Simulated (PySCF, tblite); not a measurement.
Compound: C7H15FSi.
Structure used (GFN2-xTB), in Å, numbered top down from 1:
```xyz
24
C7H15FSi angstrom
C     -1.6959   -1.6931   -0.2950
C     -1.6566   -0.1875   -0.0480
C     -0.2615    0.4550   -0.1612
C      0.2694    0.3061   -1.5872
Si    -0.4123    2.3286    0.2635
C      0.6561   -0.1807    0.8702
C      1.6187   -1.3136    0.6072
C      2.1291    0.0584    0.9034
F      2.7176    0.2820    2.1187
H     -2.7016   -2.0677   -0.1160
H     -1.4282   -1.9324   -1.3206
H     -1.0136   -2.2134    0.3716
H     -2.0491    0.0068    0.9536
H     -2.3275    0.3025   -0.7578
H      0.3823   -0.7378   -1.8710
H      1.2344    0.7948   -1.7016
H     -0.4242    0.7685   -2.2869
H     -1.3277    2.9472   -0.6972
H     -0.9446    2.4687    1.6183
H      0.9061    2.9522    0.1638
H      0.2012   -0.2119    1.8553
H      1.7510   -1.6887   -0.3945
H      1.7302   -2.0651    1.3745
H      2.6349    0.6408    0.1445
```

Method: PBE0/pcSseg-1 in PySCF (dipole) on a GFN2-xTB geometry, gas phase.

Masses are those of the commonest isotopes; rigid-rotor values at the optimised geometry. The values belong to one conformer with, in the numbering `[CH3:1][CH2:2][C@@:3]([CH3:4])([SiH3:5])[C@H:6]1[CH2:7][C@@H:8]1[F:9]`, C1–C2–C3–C4 63°, C2–C3–C6–C7 97°.

Question: Give the principal moments of inertia and the rotational constants in MHz.

Answer: Ia = 324.04, Ib = 477.07, Ic = 649.31 u·Å²; 505379 MHz·u·Å²/I gives A = 1560, B = 1059, C = 778.3 MHz.

Question: Classify the top.

Answer: An asymmetric top; Ray's κ = -0.281.

Question: What does the inertial defect say?

Answer: Not planar: Δ = Ic − Ia − Ib = -151.81 u·Å². For a rigid frame Δ = −2 Σ m c², so Σ m c² = 75.90 u·Å² lies off the ab plane: 26.23 from hydrogen and 49.68 from heavier atoms. The atom farthest from that plane is 2.24 Å away.

Question: Give the other two planar moments, Paa and Pbb, and the rms extents of the mass along the axes.

Answer: Paa = Σ m a² = (Ib + Ic − Ia)/2 = 401.17 and Pbb = Σ m b² = (Ia + Ic − Ib)/2 = 248.13 u·Å². With the mass M = 146.09 u, the rms extents √(P/M) along a, b and c are 1.66, 1.30, 0.72 Å.

Question: List the rotational levels J(Ka,Kc) to J = 3 (MHz).

Answer: Above 0(0,0):
J = 1: 1(0,1) 1838, 1(1,1) 2338, 1(1,0) 2619
J = 2: 2(0,2) 5424, 2(1,2) 5732, 2(1,1) 6575, 2(2,1) 8076, 2(2,0) 8165
J = 3: 3(0,3) 10626, 3(1,3) 10775, 3(1,2) 12442, 3(2,2) 13589, 3(2,1) 13989, 3(3,1) 16842, 3(3,0) 16861

Question: Which lines would a microwave search look for?

Answer: The dipole components are |μa| = 1.58 D, |μb| = 1.02 D, |μc| = 0.86 D. Intensities carry the squares of the components, which stand as 1.00 : 0.41 : 0.30 (a : b : c). Some lines, for components of 0.1 D or more:

| type | branch | J(Ka,Kc) | MHz | lower level (cm⁻¹) |
| --- | --- | --- | --- | --- |
| c | Q | 2(1,2) ← 2(0,2) | 309 | 0.181 |
| c | Q | 1(1,1) ← 1(0,1) | 500 | 0.061 |
| b | Q | 1(1,0) ← 1(0,1) | 781 | 0.061 |
| a | Q | 2(1,1) ← 2(1,2) | 843 | 0.191 |
| b | Q | 2(1,1) ← 2(0,2) | 1152 | 0.181 |
| c | Q | 2(2,1) ← 2(1,1) | 1501 | 0.219 |
| a | R | 1(0,1) ← 0(0,0) | 1838 | 0.000 |
| b | Q | 2(2,1) ← 2(1,2) | 2344 | 0.191 |
| c | R | 1(1,0) ← 0(0,0) | 2619 | 0.000 |
| b | R | 2(1,2) ← 1(0,1) | 3895 | 0.061 |
| a | R | 2(1,1) ← 1(1,0) | 3956 | 0.087 |
| c | R | 2(1,1) ← 1(0,1) | 4738 | 0.061 |
| c | R | 2(2,1) ← 1(1,1) | 5738 | 0.078 |
| b | R | 2(2,0) ← 1(1,1) | 5828 | 0.078 |

Question: Estimate the classical rotational partition function at 10 K, 25 K and 500 K.

Answer: Point group C1, symmetry number σ = 1; q = (√π/σ)·√((kT/h)³/(ABC)), k/h = 20836.6 MHz/K: 4700 at 10 K, 18600 at 25 K, 1660000 at 500 K.

Its GFN2-xTB frequencies are all real (lowest 55 cm⁻¹). Zero-point vibration and centrifugal distortion are left out. A rigid rotor knows nothing of internal rotation, which can split or shift real lines.
